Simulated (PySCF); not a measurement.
An element was calculated at PBE (PySCF 2.14, spin-free X2C, a triple-zeta basis, no spin-orbit coupling), in the ground configurations that NIST lists.

```
first ionisation energy  : 5.440 eV
second ionisation energy : 10.996 eV
third ionisation energy  : 23.224 eV
```

Q: Which element is it?

A: Neodymium (Nd, Z = 60), in x2c-TZVPPall. NIST lists 5.525, 10.783 ± 0.02, 22.09 ± 0.04 eV for these ionisation energies.
